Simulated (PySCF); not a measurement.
Stationary points of [HfH3]+

These are results of PBE0 in PySCF with Hf def2-TZVP with ECP60, H def2-TZVP; scalar-relativistic core potentials, no spin–orbit coupling; density-fitted integrals, not measurements.

Relaxations began from a few typed shapes. The search is not exhaustive: other isomers or separated fragments can lie lower, and high-lying points may rest on an excited occupation.

Problem. Order these stationary points by electronic energy, lowest first, in kJ/mol from the lowest minimum.
A. singlet D3h: Hf–H 1.802 Å (×3); H–Hf–H 120.0° (×3)
B. singlet C3v: Hf–H 1.787 Å (×3); H–Hf–H 101.5° (×3)

Solution. B (0.0), A (38.8).

Problem. Which of them are minima?

Solution. By energy in kJ/mol, 0.0: minimum; 38.8: saddle point, 1 imaginary mode.

Formally Hf is in oxidation state +4, d0. A d0 centre has no lone pair, yet it is C3v rather than trigonal planar: covalent bonding through the d orbitals favours lower symmetry. The polar-tensor charge on Hf, 1.73, is far below the formal one.

For the lowest minimum: with an element this heavy the missing spin–orbit coupling can shift these numbers.
